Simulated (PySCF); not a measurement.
Species: hexafluorocyclopropane, C₃F₆.
SMILES: `FC1(F)C(F)(F)C1(F)F`

The calculation used PySCF 2.14.0, density-fitted response routines, TDDFT PBE0/def2-SVPD, vertical, gas phase, core orbitals frozen in the response. Isolated species at its PBE0-D3(BJ)/def2-SVP geometry, gas phase.

Each state is given a Gaussian of 0.4 eV full width at half maximum, with ε(max) = 2.175×10⁸ f / Δν̃ (Δν̃ the width in cm⁻¹). The width is an assumption, not a result. The curve ends short of the highest state used, and states not computed would add to its high-energy end.

E (eV), ε (L mol⁻¹ cm⁻¹) and a bar:
```
     6.72          0 
     6.80          0 
     6.88          0 
     6.96          0 
     7.04          0 
     7.12          0 
     7.20          0 
     7.28          0 
     7.36          0 
     7.44          0 
     7.52          0 
     7.60          0 
     7.68          0 
     7.76          1 
     7.84          7 
     7.92         29 
     8.00         92 
     8.08        234 #
     8.16        481 ##
     8.24        789 ####
     8.32       1039 #####
     8.40       1095 #####
     8.48        925 ####
     8.56        626 ###
     8.64        339 ##
     8.72        147 #
     8.80         51 
     8.88         14 
     8.96          3 
     9.04          1 
     9.12          0 
     9.20          0 
     9.28          0 
     9.36          1 
     9.44          6 
     9.52         33 
     9.60        136 #
     9.68        449 ##
     9.76       1185 ######
     9.84       2508 ############
     9.92       4251 ####################
    10.00       5774 ############################
    10.08       6282 ##############################
    10.16       5476 ##########################
```

**Question.** Where are the band maxima, and which computed states make them?

**Answer.** 148 nm (8.38 eV), ε about 1100, made up of S3 (50%) and S4 (50%); 123 nm (10.07 eV), ε about 6300, made up of S6 (50%) and S7 (50%) (ε in L mol⁻¹ cm⁻¹; maxima over ε = 5, shares over 10%). The states used: S1 7.32 eV (f 0.0000); S2 7.32 eV (f 0.0000); S3 8.38 eV (f 0.0082); S4 8.38 eV (f 0.0082); S5 9.99 eV (f 0.0000); S6 10.07 eV (f 0.046); S7 10.07 eV (f 0.047); S8 10.11 eV (f 0.0000); S9 10.76 eV (f 0.0081); S10 10.76 eV (f 0.0081).

**Question.** What would ε be at 10.07 eV, the highest of these maxima, with half the width (0.2 eV)?

**Answer.** About 12600 L mol⁻¹ cm⁻¹ against 6290, a factor of about 2.00; a lone state at its own centre would give exactly 2.

**Question.** Coming from long wavelengths, where does ε first pass 100 L mol⁻¹ cm⁻¹?

**Answer.** At about 155 nm (8.01 eV), 0.69 eV above S1.

The vertical ionisation energy (ΔSCF) is 12.05 eV, 1.29 eV above S10.
